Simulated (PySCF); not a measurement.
Cartesian coordinates (Å):
```xyz
1

Br     0.0000     0.0000     0.0000
```
Charge 0, spin multiplicity 2.

What is the computed total energy, highest occupied spin orbital and dipole moment (PBE-D3(BJ)/def2-TZVP run with PySCF)?


```json
{
 "total_energy": "-2573.7208 Ha",
 "highest_occupied_spin_orbital": "-7.43 eV",
 "dipole_moment": "0.00 D"
}
```
